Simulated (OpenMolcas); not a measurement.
# What dynamic correlation does to the levels of In+

```json
{
  "Program": "OpenMolcas 26.06",
  "Basis": "ANO-RCC-VQZP [8s7p5d3f2g]",
  "Scalar Hamiltonian": "DKH2, point nucleus",
  "Active space": "2 electrons in 4 orbitals (5s 5p)",
  "State averaging": "2S+1 = 3 even, 3 roots; 2S+1 = 1 even, 7 roots; 2S+1 = 3 odd, 3 roots; 2S+1 = 1 odd, 3 roots",
  "Spin-orbit coupling": "state interaction with AMFI integrals over the reference wave functions, term energies averaged over their components"
}
```

Methods on the same reference wave functions:
A. CASSCF
B. SS-CASPT2, IPEA 0.25 Eh, imaginary shift 0.1 Eh (closed shells correlated: 4d)
C. MS-CASPT2, IPEA 0.25 Eh, imaginary shift 0.1 Eh (closed shells correlated: 4d)

Energies in eV above 5s² ¹S₀, the measured ground level; measured values from NIST Handbook of Basic Atomic Spectroscopic Data.

| Level | A | B | C | Measured |
| --- | --- | --- | --- | --- |
| 5s² ¹S₀ | 0.0000 | 0.0000 | 0.0000 | 0.0000 |
| 5s 5p ³P°₀ | 4.5537 | 5.126 | 5.207 | 5.2416 |
| 5s 5p ³P°₁ | 4.6727 | 5.243 | 5.324 | 5.3748 |
| 5s 5p ³P°₂ | 4.9259 | 5.498 | 5.579 | 5.6821 |
| 5s 5p ¹P°₁ | 8.1330 | 7.724 | 7.805 | 7.8157 |
| 5p² ³P₀ | 11.8774 | 12.519 | 12.600 | 12.5977 |
| 5p² ³P₁ | 12.0255 | 12.683 | 12.764 | 12.8012 |
| 5p² ³P₂ [65 %] | 12.2309 | 12.798 | 12.880 | 13.0883 |
| 5p² ¹D₂ [65 %] | 13.1657 | 13.145 | 13.227 | 12.1043 |
| 5p² ¹S₀ | 15.2881 | 14.779 | 14.942 | 15.0379 |

Deviations, from unrounded energies. A percentage is the sum of absolute deviations over the sum of measured energies, with the sign that they share, or ± where signs differ.

```json
{"Against measurement": "mean absolute deviation (cm-1)", "Levels": "9", "A": "5500", "B": "2100", "C": "1500"}
{"Against measurement": "other configurations (%)", "Levels": "9", "A": "±6.8", "B": "±2.6", "C": "±1.9"}
```

C lies closest to measurement on these levels and A furthest from it. The largest miss of C in the table is 5p² ¹D₂ [65 %], by +9100 cm-1. The ranking rests on the paired levels alone, and a cruder setting can come out closer through cancelling errors.

Between B and C the level of the table that moves most is 5p² ¹S₀, by 1300 cm-1 (lowest in B, highest in C). Moves below CASPT2's spread within the term are not significant.

The lowest spin-free term lies below A's lowest term by 0.444 hartree in B, 0.447 hartree in C.

CASPT2 does not keep the components of a term degenerate, so their means are used; among the terms shown or strongly mixed into the levels shown the widest spread is 14 cm-1 (5p² ¹D, C). The ¹D term of p² mixes with s d, which this space lacks. Without dynamic correlation excited terms often stand tens of per cent too high (terms of higher spin than the ground term too low), and those without a measured partner can miss by more than the paired ones (holds for A). Some levels mix across a computed gap that differs much from the measured one, so their mixing is not that of the real levels (holds for B; C). Computed and measured levels are paired by configuration, term and J; levels that our copy of the source lacks, or whose pairing is in doubt (as where it misses far off the trend of its configuration), stay unpaired and out of the deviations. Levels of configurations outside the active space are missing.

A share in square brackets marks a mixed level and gives the weight of the term that names it, the lowest over the columns. ° marks odd parity.
